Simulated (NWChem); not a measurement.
**Total energies of vinylidene fluoride (C2H2F2)**

```
C
F 1 1.3104
F 1 1.3104 2 109.99
C 1 1.3238 2 125.00 3 180.00
H 4 1.0882 1 119.64 2 180.00
H 4 1.0882 5 120.71 1 180.00
```
Charge 0, spin multiplicity 1.

All runs are NWChem calculations. All single points use one geometry, from PBE0/def2-SVP, a minimum by its harmonic frequencies.

Basis set: 3-21G (40 functions).

| method | total energy (Ha) |
|---|---|
| RHF | -274.24482 |
| MP2 | -274.65448 |
| B2PLYP | -275.25925 |
| PBE | -275.26425 |
| B3LYP | -275.55387 |
| LC-wPBE (omega 0.3 per bohr) | -275.32703 |
| CCSD(T) | -274.68187 |

Total energies of different functionals aren't comparable as a measure of quality: only differences taken within one method are. 

The correlated methods keep 4 core orbitals frozen. B3LYP has NWChem's definition, with VWN1-RPA local correlation. Coupled-cluster values serve here as a point of comparison, not as the truth.
